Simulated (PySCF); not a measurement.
Ionisation energy of Nb by level of theory

Nb [Kr] 4d4 5s1 (6D) → Nb⁺ [Kr] 4d4 (5D), as a difference of total energies. All numbers are calculated (PySCF 2.14, scalar relativity through the core potential, in aug-cc-pVTZ-PP with ECP28MDF (6s6p5d3f2g, 88 functions)). Correlated levels: valence: 4s2 4p6 frozen. The calculations carry no spin-orbit coupling.

```csv
method,ionisation energy (eV),error (eV)
UHF,5.985,-0.791
LDA,7.467,+0.691
PBE,7.197,+0.421
PBE0,6.927,+0.151
wB97X,6.268,-0.508
HSE06,6.961,+0.185
r2SCANh,7.156,+0.380
MP2 (valence),6.456,-0.320
SCS-MP2 (valence),6.142,-0.634
```

Reference: 6.776 eV (measured; NIST levels, between the centres of gravity of the two terms).

Errors of the correlated levels include the incompleteness of this basis and the frozen core.
